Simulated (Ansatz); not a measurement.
Species: H3BSO2, charge 0, singlet. H3BSO2 (borothioic acid, SMILES B(O)(S)O).
B3LYP-D3(BJ)/def2-TZVP minimum from Ansatz (a quantum-chemistry and plane-wave program):
```xyz
7

B     -0.3463     0.2490    -0.1448
O     -1.5156    -0.3806    -0.4688
H     -2.2313     0.1845    -0.7737
O     -0.1214     1.5967    -0.2200
H     -0.8616     2.1282    -0.5294
S      1.0022    -0.8400     0.4324
H      1.8853     0.1534     0.6190
```

Atomisation energy term by term, kcal/mol (programs: Ansatz). Radicals and triplets start from unrestricted determinants; spin-orbit coupling is neglected. Correlated methods leave the cores frozen. Rows without X2C or -DK are non-relativistic. CBS(X,Y): correlation extrapolated as X^-3, Hartree-Fock from the larger set. A bracket is a step between two methods taken in the basis named. 'core' is core correlation in cc-pwCVTZ (1s frozen past Ne), 'X2C' scalar relativity in cc-pVTZ-DK, both at CCSD(T). Where a partner has so few electrons that a lower coupled-cluster level is exact, that level stands in.

| term | basis | kcal/mol |
|---|---|---|
| Hartree-Fock | cc-pV(Q+d)Z | 474.81 |
| CCSD correlation | CBS(cc-pV(T+d)Z,cc-pV(Q+d)Z) | 177.64 |
| (T) | CBS(cc-pV(T+d)Z,cc-pV(Q+d)Z) | 13.28 |
| CCSDT(Q) - CCSD(T) | cc-pV(D+d)Z | 0.76 |
| core correlation | cc-pwCVTZ | 2.56 |
| scalar relativity | X2C, cc-pVTZ-DK | -1.04 |
| sum: De |  | 668.0 |
